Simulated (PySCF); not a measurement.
C6H5ClFO (doublet state).
Numbering: `[CH2:1]=[C:2](/[CH:3]=[CH:4]/[Cl:5])[O:6]/[C:7]=[CH:8]\[F:9]` (hydrogens: H10, H11 on C1; H12 on C3; H13 on C4; H14 on C8)

Structure used (GFN2-xTB), in Å, numbered top down from 1:
```xyz
14
C6H5ClFO angstrom
C      0.039    0.876    1.354
C     -0.361    0.314    0.203
C     -1.759    0.212   -0.188
C     -2.164   -0.298   -1.348
Cl    -3.816   -0.412   -1.775
O      0.500   -0.210   -0.721
C      1.802   -0.112   -0.630
C      2.804   -0.591    0.044
F      2.673   -1.548    1.030
H     -0.678    1.271    2.047
H      1.078    0.940    1.623
H     -2.471    0.578    0.536
H     -1.486   -0.675   -2.099
H      3.839   -0.346   -0.123
```

The hyperfine couplings belong to this conformer and change with its torsions.

The calculation used UKS B3LYP, pcH-1 on C Cl F H O, non-relativistic, mean-field spin-orbit, GIAO in PySCF. Geometry: GFN2-xTB, one conformer, isolated molecule. A GFN2-xTB geometry isn't a minimum of the functional, and hyperfine couplings can be far from their values at a DFT geometry. No stability test was run, so a lower SCF solution isn't excluded.

Question: What is the g tensor, term by term?

Answer: 
```tsv
Δg (ppm)	1	2	3
relativistic mass correction	-215	-215	-215
gauge correction	28	21	25
orbital Zeeman/spin–orbit	-1451	82	1071
total	-1637	-112	882
```

So g = 2.00068, 2.00221, 2.00320 and g_iso = 2.00203; the tensor is rhombic: the two nearest values differ by 39 % of g3 − g1. Axes: g1 points within 14° of the O6–C7 bond.

Question: What are the electron Larmor frequencies g μB B/h along the three axes at 3350 mT?

Answer: 93.8068, 93.8783, 93.9249 GHz for g1, g2 and g3, a range of 118.1 MHz.

Question: How much does each term add to the isotropic shift?

Answer: The mass correction -215, the orbital-Zeeman/spin–orbit term -99 and the gauge correction 25 ppm, for a total of -289 ppm. The mass correction is the largest in size. The mass correction is the same along every axis, so the anisotropy comes from the other two: their spans along these axes are 7 (gauge) and 2522 ppm (orbital Zeeman/spin–orbit).

Question: In a frozen sample, at which fields do the three g values resonate at 9.5, 34, 94 and 263 GHz (hyperfine left aside), and which band first spreads them over more than twice a line width of 1.0 mT?

Answer: 
| band | GHz | B(g3) mT | B(g2) mT | B(g1) mT | spread mT |
| --- | --- | --- | --- | --- | --- |
| X | 9.5 | 338.83 | 339.00 | 339.26 | 0.43 |
| Q | 34.0 | 1212.67 | 1213.27 | 1214.20 | 1.53 |
| W | 94.0 | 3352.68 | 3354.34 | 3356.90 | 4.22 |
| J | 263.0 | 9380.36 | 9385.02 | 9392.18 | 11.81 |

The spread grows in proportion to the frequency. W band is the first where it exceeds 2.0 mT.

The Mulliken spin populations are largest on C7 (+0.85), O6 (+0.11), C1 (+0.10) and C8 (-0.07). C7 is the only atom above +0.15.

The HOMO–LUMO gaps are 5.00 eV among the α and 3.70 eV among the β orbitals.
